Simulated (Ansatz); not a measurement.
Cl$_{2}$F$_{3}$Ta (`[F][Ta]([F])([F])([Cl])[Cl]`). Charge 0, multiplicity 1. Ta: def2 effective core potential. The structure was optimised at the PBE0-D4/def2-TZVP level.

```xyz
6

F    -0.772   -0.186   -1.702
Ta    0.039   -0.045   -0.018
F     1.201   -1.376   -0.553
F     0.950   -0.018    1.620
Cl    0.505    2.152   -0.370
Cl   -1.923   -0.527    1.023
```

(1) What is the dipole moment at PBE/def2-TZVPP? (Best estimate.)

(2) And with r2SCAN, B3LYP, ωB97M-V? (Estimate.)

(3) Give the Mulliken charges with PBE, r2SCAN, B3LYP in def2-TZVPP. (Best estimate.)

Results:

(1) Ansatz gave: 0.52 D, with components (-0.33, 0.37, 0.15) D in this frame, pointing from negative to positive charge.

(2) Ansatz gave: r2SCAN 0.52 D, B3LYP 0.64 D, ωB97M-V 0.56 D.

(3) Computed: 
```csv
atom,PBE,r2SCAN,B3LYP
F1,-0.24,-0.29,-0.29
Ta2,0.95,1.16,1.15
F3,-0.20,-0.25,-0.25
F4,-0.24,-0.29,-0.29
Cl5,-0.13,-0.17,-0.15
Cl6,-0.13,-0.17,-0.15
```

B3LYP here is the variant with VWN-RPA as its local correlation; programs differ in this.
